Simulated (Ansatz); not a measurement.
Q: Name a neutral molecule of F, Ga and H with HOMO–LUMO gap (B3LYP/def2-TZVPP) between 4.35 and 4.65 eV and zero-point energy (PBE0-D4/def2-TZVP) between 51 and 67 kJ/mol (Ansatz, PBE0-D4/def2-TZVP geometry).

A: `[F][GaH][GaH2]` (4.60 eV, 57.6 kJ/mol). Other molecules can fit too; these were computed, each in one conformer that needn't be the lowest.

B3LYP here is the variant with VWN-RPA as its local correlation; programs differ in this.
